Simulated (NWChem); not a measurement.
## Basis-set dependence for ditellurium (Te$_{2}$)

```
Te
Te 1 2.5636
```
Charge 0, spin multiplicity 3.

The numbers come from NWChem runs, not from measurements. The geometry was optimised at UPBE0/def2-SVP with def2 effective core potentials on Te, a minimum by its harmonic frequencies.

Hartree-Fock energies in Ha, correlation energies in mHa.

Effective core potentials replace the inner electrons of Te; spin-orbit coupling is left out. The correlated methods keep 8 core orbitals frozen. The unpaired electrons of the parent sit in orbitals of symmetry b2g and b3g (D2h labels of the run); other states weren't searched. The stability of the SCF solutions was not checked. Open-shell Hartree-Fock references start from PBE0 orbitals.

```tsv
basis	functions	UHF	UMP2	SCS-UMP2
def2-SVP	52	-534.02275	-217.2	-199.1
def2-TZVP	100	-534.04504	-892.8	-780.9
def2-QZVP	164	-534.04896	-1210.4	-1060.9
```

From def2-TZVP to def2-QZVP the Hartree-Fock energy moves by -3.9 mHa and the UMP2 correlation energy by -317.6 mHa, which is 26 % of its value in the larger set.
